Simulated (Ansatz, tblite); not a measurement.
Spin states of trans-MnF2(NH3)4 (MnN4F2H12), formally d⁵, each relaxed with PBE-D4/def2-SVP in Ansatz. Electronic energies in the gas phase.

The xTB rows come from tblite. The name describes the doublet; other states may take another shape.

Doublet geometry (C2h within 0.1 Å):

```xyz
19

Mn   -0.001    0.000   -0.001
F    -0.335   -0.264    1.896
F     0.337    0.272   -1.897
N     1.590    1.289    0.055
H     1.503    2.234    0.458
H     1.572    1.355   -0.990
H     2.518    0.945    0.352
N    -1.591   -1.292   -0.048
H    -1.502   -2.239   -0.445
H    -2.523   -0.957   -0.337
H    -1.561   -1.351    0.997
N    -1.339    1.503    0.384
H    -1.077    2.495    0.280
H    -1.332    1.247    1.400
H    -2.306    1.432    0.031
N     1.338   -1.502   -0.392
H     1.073   -2.495   -0.302
H     2.304   -1.439   -0.036
H     1.331   -1.234   -1.405
```

Quartet geometry (C2h within 0.1 Å):

```xyz
19

Mn    0.001    0.001    0.002
F     1.763    0.735    1.166
F    -1.761   -0.740   -1.168
N    -0.140   -2.050    0.266
H     0.560   -2.706   -0.108
H    -0.950   -1.939   -0.423
H    -0.487   -2.462    1.144
N     0.143    2.052   -0.260
H    -0.554    2.710    0.117
H     0.486    2.463   -1.140
H     0.956    1.939    0.425
N     1.693   -0.223   -1.174
H     2.072   -1.145   -1.430
H     2.178    0.146   -0.296
H     1.889    0.404   -1.967
N    -1.697    0.222    1.170
H    -2.079    1.144    1.424
H    -1.897   -0.405    1.962
H    -2.177   -0.148    0.289
```

Sextet geometry (C2h within 0.1 Å):

```xyz
19

Mn    0.001    0.000    0.005
F    -0.953    0.184    1.783
F     0.959   -0.188   -1.773
N    -0.739   -2.027   -0.957
H    -0.458   -2.957   -0.624
H    -0.038   -1.694   -1.657
H    -1.647   -2.139   -1.424
N     0.729    2.033    0.957
H     0.443    2.959    0.617
H     1.638    2.154    1.422
H     0.032    1.702    1.662
N     1.289   -1.185    1.588
H     1.341   -2.210    1.631
H     0.478   -0.865    2.166
H     2.155   -0.823    2.006
N    -1.282    1.181   -1.590
H    -1.332    2.205   -1.643
H    -2.147    0.817   -2.009
H    -0.469    0.853   -2.159
```

Run but left out: HF/STO-3G, HF/def2-TZVP, r2SCAN-D4/def2-TZVP, B2PLYP/def2-TZVP, MP2/def2-TZVP (doublet: ⟨S²⟩ 1.07 to 2.44, where a pure state has 0.75).

Only these spin states were relaxed.

(1) Estimate which spin state lies lowest at each of these levels, and by how much: GFN1-xTB; GFN2-xTB; PBE-D4/def2-TZVP; PBE0-D4/def2-TZVP; BHLYP-D4/def2-TZVP.

Answers

(1) 
```csv
level,quartet − doublet (kcal/mol),sextet − doublet (kcal/mol),lowest of these,remarks
GFN1-xTB,43.9,70.3,doublet,–
GFN2-xTB,46.8,50.4,doublet,–
PBE-D4/def2-TZVP,-0.9,-27.0,sextet,–
PBE0-D4/def2-TZVP,-7.6,-49.0,sextet,spin-contaminated (⟨S²⟩ 1.00) (doublet)
BHLYP-D4/def2-TZVP,-7.5,-60.5,sextet,spin-contaminated (⟨S²⟩ 1.03) (doublet)
```

Change of the sextet − doublet gap on mixing in exact exchange, in kcal/mol: PBE to PBE0 (25 % exact exchange) -22.0. The xTB methods have no term that favours high spin, so they put low spin too low.
